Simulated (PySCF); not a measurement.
# Finite-field polarisability of Tl⁻ (thallium, charge -1)

[Xe] 4f14 5d10 6s2 6p2, high-spin 3P determinant. Computed with PySCF 2.14 in aug-cc-pwCVTZ-PP with ECP60MDF (8s7p6d4f1g, 96 functions), with scalar relativity through the core potential. Frozen: 5s2 5p6 5d10. Energy changes in a uniform field (μhartree):

```tsv
axis	F (au)	HF	MP2	CCSD	CCSD(T)
x	0.00098	-99.219	-96.577	-99.453	-99.989
x	0.00196	-396.904	-386.264	-397.760	-399.893
y	0.00056	-98.578	-86.174	-91.901	-91.547
y	0.00112	-396.571	-344.096	-367.902	-366.284
z	0.00056	-98.578	-86.174	-91.901	-91.547
z	0.00112	-396.571	-344.096	-367.902	-366.284
```

(1) Derive α along x at CCSD(T) from the two fields.

(2) And the mean polarisability at each level?

The polarisability of an anion needs two sets of diffuse s and p functions; this basis lacks them, so these values show the method and not the converged property.

Spin-orbit coupling is strong in this species (close to jj coupling), so the high-spin LS determinant is a model state, not a physical level.

Answers

(1) With ΔE = −αF²/2 − γF⁴/24, α = −(16 ΔE(F) − ΔE(2F))/(6F²) = 208.2 bohr³.

(2) HF 487.2, MP2 433.6, CCSD 459.7, CCSD(T) 458.6 bohr³.
